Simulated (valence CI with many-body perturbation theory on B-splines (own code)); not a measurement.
# E1 transitions of Tm⁵⁶⁺

Level of theory: valence CI with perturbative core correlation (CI+MBPT): three valence electrons over a frozen Dirac-Fock core [Ne], a basis of 11 s, 11 p, 10 d, 8 f, 5 g, 2 h functions for each j, with the one-electron correlation potential Σ1 (screened to all orders), the two-electron term Σ2, the three-electron term Σ3, Breit, model QED; selected single and double excitations, second order for the rest, scaled by the run's own slope (own B-spline code, finite nucleus).

The last digits are not significant, and no measured levels were compared; by estimate large intervals hold to a few tenths of a per cent, small ones and those within an open d or f shell to about a per cent.

Lines 101 to 150 of 588 in falling wavelength, among levels below 2761.9 eV, chosen from the strongest by gf and those to the six lowest levels. Wavelengths and rates use the calculated energies. Electric multipoles are in the length gauge, E1 and E2 with the static RPA response of the core. Weak lines are less certain than strong ones. Lines between different terms over intervals too small for the method are left out, as are lines whose strength nearly cancels. The highest levels of a list are the least certain.

Levels are named by their leading jj configuration (3d3/2^4 stands for four electrons in 3d with j = 3/2), which in mixed levels can hold well under half, so a name can repeat and another be missing. Letters in brackets count levels of one name in rising energy.

```csv
λ vac (Å),Upper,Lower,A (s⁻¹),S (a.u.) with core polarisation,S without
49.95,(3p1/2 3p3/2 3d5/2) J=3/2 [a],(3p1/2 3p3/2^2) J=3/2,7.42e+10,1.82e-02,1.85e-02
49.54,(3s 3p1/2 3d5/2) J=3/2,(3s 3p1/2 3p3/2) J=1/2,1.36e+11,3.27e-02,3.31e-02
49.52,(3p1/2 3d5/2^2) J=9/2,(3p1/2 3p3/2 3d5/2) J=7/2 [b],1.66e+11,9.96e-02,1.01e-01
49.52,(3d3/2 3d5/2^2) J=5/2 [a],(3p3/2 3d3/2 3d5/2) J=5/2 [c],6.13e+10,2.20e-02,2.24e-02
49.50,(3d3/2^2 3d5/2) J=5/2 [a],(3p3/2 3d3/2^2) J=5/2,5.53e+10,1.99e-02,2.01e-02
49.14,(3p3/2 3d5/2^2) J=5/2 [b],(3p3/2^2 3d5/2) J=3/2,1.47e+11,5.18e-02,5.26e-02
49.14,(3p3/2 3d3/2 3d5/2) J=3/2 [a],(3p3/2^2 3d3/2) J=3/2 [a],6.87e+10,1.61e-02,1.63e-02
49.11,(3s 3p1/2 3d5/2) J=5/2 [a],(3s 3p1/2 3p3/2) J=5/2,6.55e+09,2.30e-03,2.33e-03
49.08,(3p3/2 3d3/2 3d5/2) J=5/2 [b],(3p3/2^2 3d3/2) J=3/2 [a],1.34e+11,4.69e-02,4.76e-02
49.07,(3s 3d3/2 3d5/2) J=1/2,(3s 3p3/2 3d3/2) J=1/2 [b],1.53e+11,1.78e-02,1.81e-02
49.03,(3d3/2 3d5/2^2) J=9/2,(3p3/2 3d3/2 3d5/2) J=7/2 [b],3.04e+10,1.77e-02,1.79e-02
48.94,(3d3/2 3d5/2^2) J=7/2 [a],(3p3/2 3d3/2 3d5/2) J=5/2 [b],1.03e+11,4.76e-02,4.83e-02
48.72,(3s 3p1/2 3d5/2) J=5/2 [b],(3s 3p1/2 3p3/2) J=3/2 [b],1.09e+11,3.73e-02,3.78e-02
48.60,(3p3/2 3d3/2 3d5/2) J=3/2 [c],(3p3/2^2 3d3/2) J=3/2 [b],1.12e+11,2.53e-02,2.57e-02
48.53,(3s 3d5/2^2) J=3/2,(3s 3p3/2 3d5/2) J=1/2,1.29e+11,2.91e-02,2.96e-02
48.51,(3d3/2 3d5/2^2) J=7/2 [b],(3p3/2 3d3/2 3d5/2) J=9/2 [b],6.79e+10,3.06e-02,3.11e-02
48.46,(3s 3d5/2^2) J=9/2,(3s 3p3/2 3d5/2) J=7/2 [a],1.86e+11,1.04e-01,1.06e-01
48.38,(3d5/2^3) J=5/2,(3p3/2 3d5/2^2) J=5/2 [b],2.50e+11,8.37e-02,8.49e-02
48.34,(3p3/2 3d5/2^2) J=5/2 [a],(3p3/2^2 3d5/2) J=7/2,6.45e+10,2.16e-02,2.19e-02
48.34,(3d3/2^2 3d5/2) J=3/2,(3p3/2 3d3/2^2) J=1/2,6.12e+10,1.37e-02,1.38e-02
48.28,(3p1/2 3d3/2 3d5/2) J=5/2 [a],(3p1/2 3p3/2 3d3/2) J=3/2 [a],9.15e+10,3.05e-02,3.09e-02
48.25,(3d3/2^2 3d5/2) J=5/2 [a],(3p3/2 3d3/2^2) J=3/2 [a],1.15e+11,3.81e-02,3.87e-02
48.19,(3p3/2 3d5/2^2) J=7/2 [a],(3p3/2^2 3d5/2) J=7/2,6.74e+10,2.98e-02,3.02e-02
48.19,(3s 3d3/2 3d5/2) J=5/2 [b],(3s 3p3/2 3d3/2) J=3/2 [b],1.06e+11,3.52e-02,3.57e-02
48.17,(3p1/2 3p3/2 3d5/2) J=5/2 [a],(3p1/2 3p3/2^2) J=5/2,7.19e+10,2.38e-02,2.41e-02
48.13,(3d3/2^2 3d5/2) J=9/2,(3p3/2 3d3/2^2) J=7/2,2.10e+11,1.16e-01,1.17e-01
48.03,(3d3/2^2 3d5/2) J=7/2,(3p3/2 3d3/2^2) J=7/2,5.29e+10,2.31e-02,2.35e-02
48.02,(3p3/2 3d3/2 3d5/2) J=5/2 [d],(3p3/2^2 3d3/2) J=3/2 [b],2.23e+11,7.30e-02,7.41e-02
47.99,(3d3/2 3d5/2^2) J=5/2 [b],(3p3/2 3d3/2 3d5/2) J=5/2 [c],9.34e+10,3.06e-02,3.10e-02
47.97,(3s 3d5/2^2) J=7/2,(3s 3p3/2 3d5/2) J=7/2 [b],9.73e+10,4.24e-02,4.30e-02
47.97,(3p3/2 3d5/2^2) J=7/2 [a],(3p3/2^2 3d5/2) J=9/2,5.40e+10,2.35e-02,2.39e-02
47.96,(3p1/2 3d5/2^2) J=5/2,(3p1/2 3p3/2 3d5/2) J=7/2 [b],5.05e+10,1.65e-02,1.67e-02
47.91,(3d3/2 3d5/2^2) J=7/2 [b],(3p3/2 3d3/2 3d5/2) J=5/2 [c],5.45e+10,2.37e-02,2.40e-02
47.90,(3d5/2^3) J=5/2,(3p3/2 3d5/2^2) J=7/2 [b],1.14e+11,3.71e-02,3.76e-02
47.81,(3s 3p1/2 3d5/2) J=3/2,(3s 3p1/2 3p3/2) J=3/2 [b],4.70e+10,1.01e-02,1.03e-02
47.76,(3p1/2 3d3/2 3d5/2) J=5/2 [b],(3p1/2 3p3/2 3d3/2) J=3/2 [b],1.01e+11,3.26e-02,3.30e-02
47.76,(3s 3p3/2 3d5/2) J=5/2 [a],(3s 3p3/2^2) J=5/2,1.54e+11,4.97e-02,5.04e-02
47.72,(3p3/2 3d5/2^2) J=9/2,(3p3/2^2 3d5/2) J=7/2,1.66e+11,8.92e-02,9.04e-02
47.69,(3d3/2 3d5/2^2) J=3/2 [b],(3p3/2 3d3/2 3d5/2) J=1/2 [b],1.41e+11,3.02e-02,3.07e-02
47.68,(3d3/2^2 3d5/2) J=7/2,(3p3/2 3d3/2^2) J=5/2,1.67e+11,7.15e-02,7.25e-02
47.64,(3p1/2 3d3/2 3d5/2) J=7/2 [a],(3p1/2 3p3/2 3d3/2) J=5/2 [a],1.09e+11,4.67e-02,4.74e-02
47.60,(3d5/2^3) J=9/2,(3p3/2 3d5/2^2) J=9/2,2.42e+11,1.29e-01,1.30e-01
47.58,(3p1/2 3p3/2 3d5/2) J=1/2,(3p1/2 3p3/2^2) J=1/2,2.34e+11,2.49e-02,2.52e-02
47.51,(3s 3p3/2 3d5/2) J=1/2,(3s 3p3/2^2) J=1/2,2.85e+11,3.02e-02,3.07e-02
47.51,(3s 3d3/2 3d5/2) J=3/2 [b],(3s 3p3/2 3d3/2) J=3/2 [b],1.05e+11,2.23e-02,2.26e-02
47.51,(3p3/2 3d3/2 3d5/2) J=7/2 [c],(3p3/2^2 3d3/2) J=5/2,3.38e+11,1.43e-01,1.45e-01
47.50,(3p3/2 3d5/2^2) J=9/2,(3p3/2^2 3d5/2) J=9/2,2.15e+11,1.14e-01,1.15e-01
47.45,(3d5/2^3) J=3/2,(3p3/2 3d5/2^2) J=1/2,1.65e+11,3.48e-02,3.52e-02
47.35,(3p1/2 3d3/2 3d5/2) J=9/2,(3p1/2 3p3/2 3d3/2) J=7/2,1.43e+11,7.47e-02,7.57e-02
47.34,(3d3/2 3d5/2^2) J=5/2 [b],(3p3/2 3d3/2 3d5/2) J=7/2 [c],8.29e+10,2.61e-02,2.64e-02
```
